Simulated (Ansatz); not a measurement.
The inner images of a band of C2H7Ga + ClH (12 atoms, charge 0, multiplicity 1) are given out of order.

These are results of Ansatz, RKS BHLYP-D4/def2-SVP, not measurements.

First end point:

```xyz
12
Properties=species:S:1:pos:R:3
Ga 0.520 0.207 0.149
H 1.770 -0.077 1.074
C 0.569 -0.426 -1.721
C -0.889 1.430 0.796
H 0.397 -2.353 1.972
Cl -0.660 -2.207 1.264
H 1.252 0.201 -2.307
H -0.414 -0.382 -2.198
H 0.942 -1.453 -1.784
H -1.033 1.352 1.876
H -0.608 2.467 0.577
H -1.846 1.241 0.301
```

Last end point:

```xyz
12
Properties=species:S:1:pos:R:3
Ga -0.495 -0.275 -0.081
H 1.829 -0.498 1.397
C 0.562 -0.564 -1.701
C -0.971 1.364 0.878
H 1.429 -1.100 1.617
Cl -1.387 -2.083 0.753
H 1.305 0.224 -1.848
H -0.103 -0.566 -2.572
H 1.065 -1.533 -1.665
H -0.749 1.250 1.942
H -0.438 2.238 0.495
H -2.047 1.543 0.785
```

Put them in order from the first end to the last, with their energies above the first end.
A.
```xyz
12
Properties=species:S:1:pos:R:3
Ga 0.351 0.125 0.110
H 1.506 -0.341 1.122
C 0.581 -0.500 -1.741
C -0.915 1.434 0.854
H 0.552 -1.694 1.572
Cl -0.592 -2.291 1.372
H 1.291 0.162 -2.250
H -0.347 -0.506 -2.318
H 1.009 -1.505 -1.751
H -1.092 1.229 1.913
H -0.469 2.432 0.784
H -1.874 1.456 0.333
```
B.
```xyz
12
Properties=species:S:1:pos:R:3
Ga -0.109 -0.188 0.077
H 1.517 -0.570 1.293
C 0.593 -0.547 -1.716
C -0.908 1.397 0.904
H 1.026 -1.158 1.444
Cl -0.834 -2.103 1.087
H 1.295 0.189 -2.117
H -0.288 -0.553 -2.369
H 1.045 -1.538 -1.759
H -1.080 1.230 1.968
H -0.369 2.338 0.767
H -1.887 1.504 0.421
```
C.
```xyz
12
Properties=species:S:1:pos:R:3
Ga 0.185 0.006 0.102
H 1.389 -0.521 1.187
C 0.594 -0.534 -1.733
C -0.914 1.418 0.893
H 0.674 -1.374 1.405
Cl -0.574 -2.180 1.293
H 1.300 0.168 -2.188
H -0.312 -0.546 -2.344
H 1.040 -1.530 -1.751
H -1.078 1.228 1.955
H -0.419 2.389 0.787
H -1.885 1.476 0.394
```
D.
```xyz
12
Properties=species:S:1:pos:R:3
Ga -0.367 -0.274 -0.007
H 1.743 -0.492 1.358
C 0.546 -0.563 -1.714
C -0.946 1.364 0.894
H 1.313 -1.082 1.551
Cl -1.119 -2.114 0.917
H 1.262 0.225 -1.960
H -0.218 -0.577 -2.499
H 1.052 -1.530 -1.728
H -1.051 1.202 1.969
H -0.281 2.214 0.719
H -1.934 1.626 0.500
```
E.
```xyz
12
Properties=species:S:1:pos:R:3
Ga 0.444 0.173 0.128
H 1.652 -0.189 1.091
C 0.565 -0.464 -1.736
C -0.905 1.437 0.814
H 0.529 -2.040 1.821
Cl -0.637 -2.266 1.333
H 1.259 0.175 -2.294
H -0.397 -0.446 -2.254
H 0.963 -1.481 -1.771
H -1.119 1.242 1.868
H -0.513 2.458 0.747
H -1.842 1.402 0.253
```

E (+0.02 eV), A (+0.09 eV), C (+0.31 eV), B (-0.68 eV), D (-1.08 eV).

The run took 5.9 min on 2 threads of Intel(R) Xeon(R) Platinum 8488C (Sapphire Rapids), with other jobs on the host, peak memory 0.32 GiB.
